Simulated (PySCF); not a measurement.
# Steps of a relaxation of [Re3]−

[Re3]− (triplet). PySCF 2.14.0, UKS r2SCAN, Re def2-SVP with ECP60; non-relativistic Hamiltonian with scalar-relativistic core potentials where named; density fitting; no spin-orbit coupling. Origin of the start: template. Columns: position (Å) and force (eV/Å). Energies are counted from the last step; some of the 5 steps are shown. Forces carry noise of the integration grid, about 0.01 to 0.03 eV/Å.

Run from Python with OMP_NUM_THREADS=2. Where DIIS fails, smearing, a level shift and second-order steps follow.
It took 32 s on 2 threads of Arm Neoverse V2, with other jobs on the host, from the converged density of the start.

```xyz
3
step 0  E = 0.093 eV
Re    1.3848    0.0000    0.0000    -0.64    1.15    0.00
Re   -0.6924    1.1993    0.0000     1.32   -2.27    0.00
Re   -0.6924   -1.1993    0.0000    -0.68    1.12    0.00
```

```xyz
3
step 1  E = 0.034 eV
Re    1.3668    0.0000    0.0000    -0.03    1.43    0.00
Re   -0.6834    1.1837    0.0000     1.25   -2.15    0.00
Re   -0.6834   -1.1837    0.0000    -1.23    0.73    0.00
```

```xyz
3
step 3  E = 0.000 eV
Re    1.3425    0.0000    0.0000     0.98    1.79    0.00
Re   -0.6713    1.1627    0.0000     1.06   -1.84    0.00
Re   -0.6713   -1.1627    0.0000    -2.04    0.05    0.00
```

Problem. Where does the relaxation end?

Solution. It converges at step 4 in D3h:
```xyz
3
step 4  E = 0
Re    1.3412    0.0000    0.0000
Re   -0.6706    1.1615    0.0000
Re   -0.6706   -1.1615    0.0000
```

No frequency check is given that shows the relaxed geometry to be a minimum. The relaxed state is spin-contaminated (spin squared 3.40 against 2.00). Open shells may have lower solutions than the one found.
